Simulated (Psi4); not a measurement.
F6Ti (SMILES [F][Ti-2]([F])([F])([F])([F])[F]), charge -2, singlet, at a GFN2-xTB geometry (such geometries of metal compounds can be far from the true shape) (a gas-phase anion, which may not be bound at this level); Psi4 with M06/STO-3G.

Psi4 was given this input:
```
memory 2 GB

molecule mol {
-2 1
Ti   -0.000000    0.000000    0.000000
F     1.103508   -0.457569   -1.419185
F    -1.103508    0.457569    1.419185
F    -1.179883    0.811629   -1.179118
F    -0.911774   -1.604081   -0.191781
F     0.911774    1.604081    0.191781
F     1.179883   -0.811629    1.179118
}

set {
  basis sto-3g
  reference rks
}

energy('m06')
print_variables()
```

It wrote (shortened):

```
   => Loading Basis Set <=

    Name: STO-3G
    Role: ORBITAL
    Keyword: BASIS

         ---------------------------------------------------------
                                   SCF
               by Justin Turney, Rob Parrish, Andy Simmonett
                          and Daniel G. A. Smith
                              RKS Reference
         ---------------------------------------------------------

  ==> Geometry <==

    Molecular point group: ci
    Full point group: Ci

    Geometry (in Angstrom), charge = -2, multiplicity = 1:

       Center              X                  Y                   Z               Mass
    ------------   -----------------  -----------------  -----------------  -----------------
         TI           0.000000000000     0.000000000000     0.000000000000    47.947941980000
         F            1.103508000000    -0.457569000000    -1.419185000000    18.998403162730
         F           -1.103508000000     0.457569000000     1.419185000000    18.998403162730
         F           -1.179883000000     0.811629000000    -1.179118000000    18.998403162730
         F           -0.911774000000    -1.604081000000    -0.191781000000    18.998403162730
         F            0.911774000000     1.604081000000     0.191781000000    18.998403162730
         F            1.179883000000    -0.811629000000     1.179118000000    18.998403162730

  Running in ci symmetry.

  Rotational constants: A =      0.06446  B =      0.06446  C =      0.06446 [cm^-1]
  Rotational constants: A =   1932.55601  B =   1932.55529  C =   1932.55514 [MHz]
  Nuclear repulsion =  569.617503830476380

  Charge       = -2
  Multiplicity = 1
  Electrons    = 78
  Nalpha       = 39
  Nbeta        = 39

  ==> Algorithm <==

  SCF Algorithm Type is DF.
  DIIS enabled.
  MOM disabled.
  Fractional occupation disabled.
  Guess Type is SAD.
  Energy threshold   = 1.00e-06
  Density threshold  = 1.00e-06
  Integral threshold = 1.00e-12

  ==> Primary Basis <==

  Basis Set: STO-3G
    Blend: STO-3G
    Number of shells: 26
    Number of basis functions: 48
    Number of Cartesian functions: 49
    Spherical Harmonics?: true
    Max angular momentum: 2

  ==> DFT Potential <==

   => LibXC <=

    Version 7.1.2
    S. Lehtola, C. Steigemann, M. J. T. Oliveira, and M. A. L. Marques,  SoftwareX 7, 1–5 (2018) (10.1016/j.softx.2017.11.002)

   => Composite Functional: M06 <=

    M06 Meta-GGA XC Functional  (10.1007/s00214-007-0310-x)
    Y. Zhao and D. G. Truhlar,  Theor. Chem. Acc., 120, 215, 2008

    Deriv               =              1
    GGA                 =           TRUE
    Meta                =           TRUE

    Exchange Hybrid     =           TRUE
    MP2 Hybrid          =          FALSE

   => Exchange Functionals <=

    1.0000   XC_HYB_MGGA_X_M06

   => Exact (HF) Exchange <=

    0.2700               HF

   => Correlation Functionals <=

    1.0000    XC_MGGA_C_M06

   => LibXC Density Thresholds  <==

    XC_MGGA_C_M06:  1.00E-12
    XC_HYB_MGGA_X_M06:  1.00E-15

   => Molecular Quadrature <=

    Radial Scheme          =       TREUTLER
    Pruning Scheme         =           NONE
    Nuclear Scheme         =       TREUTLER

    Blocking Scheme        =         OCTREE
    BS radius alpha        =              1
    Pruning alpha          =              1
    Radial Points          =             75
    Spherical Points       =            302
    Total Points           =         150273
    Total Blocks           =           1209
    Max Points             =            256
    Max Functions          =             43
    Weights Tolerance      =       1.00E-15

   => Loading Basis Set <=

    Name: (STO-3G AUX)
    Role: JKFIT
    Keyword: DF_BASIS_SCF

  ==> Integral Setup <==

  SCF_SUBTYPE=INCORE selected. In-core MEM_DF algorithm will be used.
  Using in-core AOs.

  ==> MemDFJK: Density-Fitted J/K Matrices <==

    J tasked:                   Yes
    K tasked:                   Yes
    wK tasked:                   No
    Algorithm:                 Core
    Schwarz Cutoff:           1E-12
    Mask sparsity (%):       3.9062
    Fitting Condition:        1E-10

   => Auxiliary Basis Set <=

  Basis Set: (STO-3G AUX)
    Blend: DEF2-UNIVERSAL-JKFIT
    Number of shells: 208
    Number of basis functions: 726
    Number of Cartesian functions: 935
    Spherical Harmonics?: true
    Max angular momentum: 6

  Minimum eigenvalue in the overlap matrix is 2.9461001592E-01.
  Reciprocal condition number of the overlap matrix is 1.6039203904E-01.
    Using symmetric orthogonalization.

  ==> Pre-Iterations <==

  SCF Guess: Superposition of Atomic Densities via on-the-fly atomic UHF (no occupation information).

   -------------------------
    Irrep   Nso     Nmo
   -------------------------
     Ag        24      24
     Au        24      24
   -------------------------
    Total      48      48
   -------------------------

  ==> Iterations <==

                           Total Energy        Delta E     RMS |[F,P]|

   @DF-RKS iter SAD: -1428.48465365927518   -1.42848e+03   0.00000e+00
   @DF-RKS iter   1: -1430.74770175911590   -2.26305e+00   1.30810e-02 DIIS/ADIIS
   @DF-RKS iter   2: -1430.47883408685448    2.68868e-01   2.57615e-02 DIIS/ADIIS
   @DF-RKS iter   3: -1430.88604005094203   -4.07206e-01   1.68773e-03 DIIS/ADIIS
   @DF-RKS iter   4: -1430.88799136474245   -1.95131e-03   1.49979e-05 DIIS
   @DF-RKS iter   5: -1430.88799170779498   -3.43053e-07   1.32141e-06 DIIS
   @DF-RKS iter   6: -1430.88799170913444   -1.33946e-09   3.81357e-07 DIIS
  Energy and wave function converged.

  ==> Post-Iterations <==

   Electrons on quadrature grid:
      Ntotal   =   77.9997311088 ; deviation = -2.689e-04

    Orbital Energies [Eh]
    ---------------------

    Doubly Occupied:

       1Ag  -176.890416     2Ag   -23.834638     1Au   -23.834366
       2Au   -23.834243     3Au   -23.834227     3Ag   -23.833855
       4Ag   -23.833772     5Ag   -19.321865     4Au   -16.293009
       5Au   -16.293009     6Au   -16.293009     6Ag    -1.927036
       7Au    -1.052461     8Au    -1.052457     9Au    -1.052453
       7Ag    -0.514324     8Ag    -0.496797     9Ag    -0.496771
      10Au    -0.485631    11Au    -0.485602    12Au    -0.485574
      10Ag     0.226275    11Ag     0.234611    12Ag     0.234625
      13Ag     0.252340    14Ag     0.252369    15Ag     0.252428
      13Au     0.256648    14Au     0.256716    15Au     0.256792
      16Au     0.328173    17Au     0.328211    18Au     0.328237
      19Au     0.328692    20Au     0.328734    21Au     0.328773
      16Ag     0.336321    17Ag     0.336347    18Ag     0.336403

    Virtual:

      19Ag     0.756743    20Ag     0.756768    21Ag     0.756782
      22Ag     0.922460    23Ag     0.988642    24Ag     0.988705
      22Au     1.058600    23Au     1.058791    24Au     1.058911

    Final Occupation by Irrep:
             Ag    Au
    DOCC [    18,   21 ]
    NA   [    18,   21 ]
    NB   [    18,   21 ]

  @DF-RKS Final Energy: -1430.88799170913444

   => Energetics <=

    Nuclear Repulsion Energy =            569.6175038304763802
    One-Electron Energy =               -3162.8319627815990316
    Two-Electron Energy =                1240.6440199941921492
    DFT Exchange-Correlation Energy =     -78.3175527522040369
    Empirical Dispersion Energy =           0.0000000000000000
    VV10 Nonlocal Energy =                  0.0000000000000000
    Total Energy =                      -1430.8879917091344396

Computation Completed

Properties will be evaluated at   0.000000,   0.000000,   0.000000 [a0]

Properties computed using the SCF density matrix

 Multipole Moments:

 ------------------------------------------------------------------------------------
     Multipole            Electronic (a.u.)      Nuclear  (a.u.)        Total (a.u.)
 ------------------------------------------------------------------------------------

 L = 1.  Multiply by 2.5417464519 to convert [e a0] to [Debye]
 Dipole X            :          0.0000000           -0.0000000           -0.0000000
 Dipole Y            :          0.0000000            0.0000000            0.0000000
 Dipole Z            :          0.0000000            0.0000000            0.0000000
 Magnitude           :                                                    0.0000000

 ------------------------------------------------------------------------------------

  Variable Map:
  ----------------------------------------------------------------------------
  "CURRENT ENERGY"              =>   -1430.887991709134
  "CURRENT REFERENCE ENERGY"    =>   -1430.887991709134
  "DD SOLVATION ENERGY"         =>       0.000000000000
  "DFT FUNCTIONAL TOTAL ENERGY" =>   -1430.887991709134
  "DFT TOTAL ENERGY"            =>   -1430.887991709134
  "DFT VV10 ENERGY"             =>       0.000000000000
  "DFT XC ENERGY"               =>     -78.317552752204
  "GRID ELECTRONS ALPHA"        =>      38.999865554413
  "GRID ELECTRONS BETA"         =>      38.999865554413
  "GRID ELECTRONS TOTAL"        =>      77.999731108826
  "NUCLEAR REPULSION ENERGY"    =>     569.617503830476
  "ONE-ELECTRON ENERGY"         =>   -3162.831962781599
  "PCM POLARIZATION ENERGY"     =>       0.000000000000
  "PE ENERGY"                   =>       0.000000000000
  "SCF ITERATION ENERGY"        =>   -1430.887991709134
  "SCF ITERATIONS"              =>       6.000000000000
  "SCF TOTAL ENERGY"            =>   -1430.887991709134
  "TWO-ELECTRON ENERGY"         =>    1240.644019994192
  "XC GRID RADIAL POINTS"       =>      75.000000000000
  "XC GRID SPHERICAL POINTS"    =>     302.000000000000
  "XC GRID TOTAL POINTS"        =>  150273.000000000000

  Array Variable Map:
  ----------------------------------------------------------------------------
  "CURRENT DIPOLE"              =>      -0.000000000000 ... 0.000000000000 1 by 3
  "SCF DIPOLE"                  =>      -0.000000000000 ... 0.000000000000 1 by 3
  "SCF TOTAL ENERGIES"          =>   -1428.484653659275 ... -1430.887991709134 1 by 7
```
